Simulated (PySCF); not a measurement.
## Telling isomers of C8H12NP apart by NMR

[PySCF 2.14: GFN2-xTB geometry; σ from GIAO-PBE0/pcSseg-1; gas phase; relativity neglected; one conformer; equivalent nuclei averaged]

Chemical shifts δ = σref − σ; $^{1}$H (σref 31.72) and $^{13}$C (σref 186.93) vs TMS, all at this level. Splittings of carbon signals by F and P are missing where no couplings were computed. Where no couplings were computed, multiplicities follow the n + 1 count of equivalent neighbours, and m marks all less simple cases (inequivalent or close neighbours, rings, F or P nearby). Shifts are as computed. Against solution values, carbons near 30 ppm lie about +3 ppm off and those near 130 ppm about +5 ppm. Of 1211 compounds with measured shifts, 218 miss one by over three times the rms of a fit or turn the order of signals round; such compounds aren't used in these exercises.

(1) Tabulate the signals of `Cc1cccpc1N(C)C`, `Cc1cpc(C(C)C)cn1`, `Cc1cc(N(C)C)ccp1`, `C[C@@H]1[C@H](C)P1n1cccc1` and their relative energies.

(2) What is the quickest way to tell Cc1cpc(C(C)C)cn1 from Cc1cc(N(C)C)ccp1?

(3) What is the quickest way to tell Cc1cccpc1N(C)C from Cc1cpc(C(C)C)cn1?

(4) What is the quickest way to tell Cc1cccpc1N(C)C from C[C@@H]1[C@H](C)P1n1cccc1?

Answers

(1) 
```json
{"SMILES": "Cc1cccpc1N(C)C", "carbon types": "2×C 3×CH 3×CH3", "δC": "196.4, 160.9, 141.3, 138.5, 132.7, 47.9, 22.9", "δH": "8.90 (m, 1H), 7.77 (m, 1H), 7.71 (m, 1H), 2.85 (s, 6H), 2.63 (s, 3H)", "E rel. (kcal/mol)": "11.2"}
{"SMILES": "Cc1cpc(C(C)C)cn1", "carbon types": "2×C 3×CH 3×CH3", "δC": "182.2, 163.6, 155.6, 155.2, 41.3, 32.5, 30.1", "δH": "9.09 (m, 1H), 8.91 (m, 1H), 2.87 (s, 3H), 2.83 (m, 1H), 1.53 (d, 6H)", "E rel. (kcal/mol)": "0.0"}
{"SMILES": "Cc1cc(N(C)C)ccp1", "carbon types": "2×C 3×CH 3×CH3", "δC": "179.8, 165.3, 153.2, 123.0, 119.9, 41.6, 28.0", "δH": "8.83 (m, 1H), 7.21 (m, 1H), 7.13 (m, 1H), 3.18 (s, 6H), 2.81 (m, 3H)", "E rel. (kcal/mol)": "7.5"}
{"SMILES": "C[C@@H]1[C@H](C)P1n1cccc1", "carbon types": "6×CH 2×CH3", "δC": "127.4, 116.3, 33.3, 13.2", "δH": "6.64 (m, 2H), 6.31 (m, 2H), 2.13 (m, 2H), 1.30 (m, 6H)", "E rel. (kcal/mol)": "11.2"}
```

Energies are electronic energies at PBE0/pcSseg-1 on these geometries, without zero-point or thermal terms, each for the one conformer computed, which needn't be the lowest.

(2) Both give the same number of carbon signals, with the same numbers of each carbon type, so the positions decide. The first has an sp3 CH on an aromatic ring at 41.3 ppm, the second an aromatic CH at 119.9 ppm. Their most deshielded carbons lie at 182.2 and 179.8 ppm.

(3) Both give the same number of carbon signals, with the same numbers of each carbon type, so the positions decide. The first has an aromatic CH at 132.7 ppm, the second an sp3 CH on an aromatic ring at 41.3 ppm. Their most deshielded carbons lie at 196.4 and 182.2 ppm.

(4) Count the carbon signals: 7 against 4. The first has an aromatic carbon bearing nitrogen (C) at 196.4 ppm, the second a three-membered-ring carbon (CH) at 33.3 ppm. Their most deshielded carbons lie at 196.4 and 127.4 ppm. In the proton spectra the most deshielded non-exchanging signals are 8.90 (m, 1H) and 6.64 (m, 2H).
